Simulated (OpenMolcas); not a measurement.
**P3+: effect of the active space**

| Property | Result |
| --- | --- |
| Program | OpenMolcas |
| Method | MS-CASPT2 or its RAS form, IPEA 0.25 Eh, imaginary shift 0.1 Eh |
| Basis | ANO-R3 |
| Scalar Hamiltonian | X2C, finite nucleus |
| Spin-orbit coupling | RASSI with atomic mean-field integrals over the reference wave functions, term energies averaged over their components |

A. 2 electrons in 4 orbitals (3s 3p); 2S+1 = 3 even, 3 roots; 2S+1 = 1 even, 7 roots; 2S+1 = 3 odd, 3 roots; 2S+1 = 1 odd, 3 roots; closed shells correlated: 2s 2p; CASPT2 step about 4 core-seconds
B. 2 electrons in 9 orbitals (RAS2 3s 3p; RAS3 3d, at most 2 electrons); 2S+1 = 3 even, 3 roots; 2S+1 = 1 even, 7 roots; 2S+1 = 3 odd, 3 roots; 2S+1 = 1 odd, 3 roots; closed shells correlated: 2s 2p; CASPT2 step of the order of 14 core-seconds

Energies in cm-1 above 3s2 1S0, the measured ground level; measured values from Martin, Zalubas and Musgrove, J. Phys. Chem. Ref. Data 14, 751 (1985).

```json
{"Level": "3s2 1S0", "A": "0.0", "B": "0.0", "Measured": "0.0"}
{"Level": "3s 3p 3P* 0", "A": "67850", "B": "67760", "Measured": "67918"}
{"Level": "3s 3p 3P* 1", "A": "68050", "B": "67960", "Measured": "68146"}
{"Level": "3s 3p 3P* 2", "A": "68460", "B": "68360", "Measured": "68615"}
{"Level": "3s 3p 1P* 1", "A": "106720", "B": "105230", "Measured": ""}
{"Level": "3p2 1D2", "A": "166460", "B": "157940", "Measured": "158142"}
```

Deviations, from unrounded energies. A percentage is the sum of absolute deviations over the sum of measured energies, with the sign that they share, or ± where signs differ.

| Against measurement | Levels | A | B |
| --- | --- | --- | --- |
| mean absolute deviation (cm-1) | 4 | 2200 | 200 |
| other configurations (%) | 4 | ±2.4 | -0.2 |

B lies closest to measurement on these levels. The largest miss of B in the table is 3s 3p 3P* 2, by -250 cm-1. The ranking rests on the paired levels alone, and a cruder setting can come out closer through cancelling errors.

Between A and B the level of the table that moves most is 3p2 1D2, by 8500 cm-1 (lowest in B, highest in A). Moves below CASPT2's spread within the term are not significant.

Term energies are means over components that CASPT2 splits; among the terms shown or strongly mixed into the levels shown the widest spread is 18 cm-1 (3p2 1D, B). Over all roots computed the reference weight is 0.91 to 0.99 in A; the roots of lowest weight are the least certain, and an intruder state may touch them. The ¹D term of p² mixes with s d, which this space lacks (holds for A). Active for correlation alone: 3d; no level in the range computed is led by a configuration that fills it, so any true level of that kind is missing (holds for B). Some terms mix strongly with configurations of 3d, whose occupation reaches 0.28 (3p2 1D) (holds for B). Computed and measured levels are paired by configuration, term and J; levels that our copy of the source lacks, or whose pairing is in doubt (as where it misses far off the trend of its configuration), stay unpaired and out of the deviations. Levels of configurations outside the active space are missing. Levels that lie high or do not pair safely by name in every column are left out.

* marks odd parity.
